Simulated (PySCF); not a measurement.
## How methods differ on the ionisation energy of B²⁺

B²⁺ [He] 2s1 (2S) → B³⁺ 1s2 (1S), as a difference of total energies. Computed with PySCF 2.14 in cc-pVDZ-DK (3s2p1d, 14 functions), with scalar relativity by spin-free X2C-1e. The calculations carry no spin-orbit coupling.

```
method  ionisation energy (eV)
   UHF                  37.725
 B3LYP                  38.337
  TPSS                  38.055
```

For comparison: 37.931 eV (measured; NIST Atomic Spectra Database, ionization energies).
